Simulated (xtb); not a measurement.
Br4Si, charge +1, doublet, at a GFN2-xTB geometry (a state made from the parent by changing its charge; the spin is typed, not shown lowest); xtb with GFN2-xTB.

xtb was given this input:
```
$ xtb mol.xyz --gfn 2 --chrg 1 --uhf 1 --hess --json

# file mol.xyz
5

Br    -1.18518439    -1.48795623    -1.16312035
Si     0.00000000     0.00000000    -0.00000000
Br    -1.11591421     1.92799319     0.09540675
Br     1.96640642     0.32802890    -0.99858277
Br     0.33469218    -0.76806587     2.06629637
```

It wrote (shortened):

```
   ID    Z sym.   atoms
    1   35 Br     1, 3-5
    2   14 Si     2

           -------------------------------------------------
          |                Calculation Setup                |
           -------------------------------------------------

           -------------------------------------------------
          |                 G F N 2 - x T B                 |
           -------------------------------------------------

          ...................................................
          :                      SETUP                      :
          :.................................................:
          :  # basis functions                  50          :
          :  # atomic orbitals                  45          :
          :  # shells                           15          :
          :  # electrons                        31          :
          :  max. iterations                   250          :
          :  Hamiltonian                  GFN2-xTB          :
          :  restarted?                      false          :
          :  GBSA solvation                  false          :
          :  PC potential                    false          :
          :  electronic temp.          300.0000000     K    :
          :  accuracy                    1.0000000          :
          :  -> integral cutoff          0.2500000E+02      :
          :  -> integral neglect         0.1000000E-07      :
          :  -> SCF convergence          0.1000000E-05 Eh   :
          :  -> wf. convergence          0.1000000E-03 e    :
          :  Broyden damping             0.4000000          :
          :  net charge                          1          :
          :  unpaired electrons                  1          :
          ...................................................

 iter      E             dE          RMSdq      gap      omega  full diag
   1    -17.3449820 -0.173450E+02  0.828E+00    6.45       0.0  T
   2    -17.2322833  0.112699E+00  0.860E+00    4.74       1.0  T
   3    -17.6477179 -0.415435E+00  0.319E+00    6.07       1.0  T
   4    -17.6395089  0.820903E-02  0.282E+00    5.49       1.0  T
   5    -17.6642164 -0.247075E-01  0.188E+00    5.69       1.0  T
   6    -17.6772177 -0.130013E-01  0.100E+00    5.99       1.0  T
   7    -17.6816160 -0.439832E-02  0.399E-01    5.98       1.0  T
   8    -17.6821451 -0.529046E-03  0.184E-01    5.97       1.0  T
   9    -17.6821741 -0.290252E-04  0.165E-01    5.97       1.0  T
  10    -17.6823027 -0.128658E-03  0.605E-02    5.97       1.0  T
  11    -17.6823187 -0.159113E-04  0.328E-02    5.97       1.4  T
  12    -17.6823238 -0.512507E-05  0.555E-03    5.97       8.1  T
  13    -17.6823240 -0.193773E-06  0.133E-03    5.97      33.7  T
  14    -17.6823240 -0.103551E-07  0.403E-04    5.97     111.1  T
  15    -17.6823240 -0.238490E-09  0.325E-04    5.97     137.7  T

   *** convergence criteria satisfied after 15 iterations ***

         :::::::::::::::::::::::::::::::::::::::::::::::::::::
         ::                     SUMMARY                     ::
         :::::::::::::::::::::::::::::::::::::::::::::::::::::
         :: total energy             -17.655019345924 Eh    ::
         :: gradient norm              0.000001900113 Eh/a0 ::
         :: HOMO-LUMO gap              5.969158209260 eV    ::
         ::.................................................::
         :: SCC energy               -17.682320320202 Eh    ::
         :: -> isotropic ES            0.125255215146 Eh    ::
         :: -> anisotropic ES          0.014851176068 Eh    ::
         :: -> anisotropic XC         -0.005168123321 Eh    ::
         :: -> dispersion             -0.007855461976 Eh    ::
         :: repulsion energy           0.027300974278 Eh    ::
         :: add. restraining           0.000000000000 Eh    ::
         :: total charge               1.000000000000 e     ::
         :::::::::::::::::::::::::::::::::::::::::::::::::::::

[...]
 writing <g98.out> molden fake output.
 recommended (thermochemical) frequency scaling factor: 1.0
           -------------------------------------------------
          |             Thermodynamic Functions             |
           -------------------------------------------------

td  symmetry found (for desy threshold:  0.10E+00) used in thermo

          ...................................................
          :                      SETUP                      :
          :.................................................:
          :  # frequencies                           9      :
          :  # imaginary freq.                       0      :
          :  linear?                             false      :
          :  only rotor calc.                    false      :
          :  symmetry                               td      :
          :  rotational number                      12      :
          :  scaling factor                  1.0000000      :
          :  rotor cutoff                   50.0000000 cm⁻¹ :
          :  imag. cutoff                  -20.0000000 cm⁻¹ :
          :.................................................:

    mode    ω/cm⁻¹     T·S(HO)/kcal·mol⁻¹    T·S(FR)/kcal·mol⁻¹   T·S(vib)
   ------------------------------------------------------------------------
       1     56.21    -1.36735 ( 61.49%)    -1.02180 ( 38.51%)    -1.23429
       2     56.21    -1.36731 ( 61.50%)    -1.02178 ( 38.50%)    -1.23428
       3     83.26    -1.13672 ( 88.49%)    -0.90544 ( 11.51%)    -1.11010
       4     83.27    -1.13662 ( 88.50%)    -0.90538 ( 11.50%)    -1.11002
       5     83.30    -1.13641 ( 88.51%)    -0.90528 ( 11.49%)    -1.10986
       6    209.31    -0.61112 ( 99.68%)    -0.63238 (  0.32%)    -0.61119
       7    282.45    -0.45283 ( 99.90%)    -0.54360 (  0.10%)    -0.45292
       8    282.47    -0.45279 ( 99.90%)    -0.54357 (  0.10%)    -0.45288
       9    282.52    -0.45270 ( 99.90%)    -0.54352 (  0.10%)    -0.45279
   ------------------------------------------------------------------------

   temp. (K)  partition function   enthalpy   heat capacity  entropy
                                   cal/mol     cal/K/mol   cal/K/mol   J/K/mol
 298.15  VIB  0.187E+04             3651.634     15.683     26.056
         ROT  0.219E+06              888.752      2.981     27.422
         INT  0.410E+09             4540.387     18.664     53.478
         TR   0.627E+28             1481.254      4.968     43.413
         TOT                        6021.6407    23.6322    96.8909   405.3916

       T/K    H(0)-H(T)+PV         H(T)/Eh          T*S/Eh         G(T)/Eh
   ------------------------------------------------------------------------
    298.15    0.959610E-02    0.128288E-01    0.460360E-01   -0.332072E-01
   ------------------------------------------------------------------------

         :::::::::::::::::::::::::::::::::::::::::::::::::::::
         ::                  THERMODYNAMIC                  ::
         :::::::::::::::::::::::::::::::::::::::::::::::::::::
         :: total free energy         -17.688226540082 Eh   ::
         ::.................................................::
         :: total energy              -17.655019346240 Eh   ::
         :: zero point energy           0.003232707111 Eh   ::
         :: G(RRHO) w/o ZPVE           -0.036439900953 Eh   ::
         :: G(RRHO) contrib.           -0.033207193843 Eh   ::
         :::::::::::::::::::::::::::::::::::::::::::::::::::::

           -------------------------------------------------
          | TOTAL ENERGY              -17.655019346240 Eh   |
          | TOTAL ENTHALPY            -17.642190543917 Eh   |
          | TOTAL FREE ENERGY         -17.688226540082 Eh   |
          | GRADIENT NORM               0.000001161105 Eh/α |
          | HOMO-LUMO GAP               5.969158127959 eV   |
           -------------------------------------------------

normal termination of xtb
```
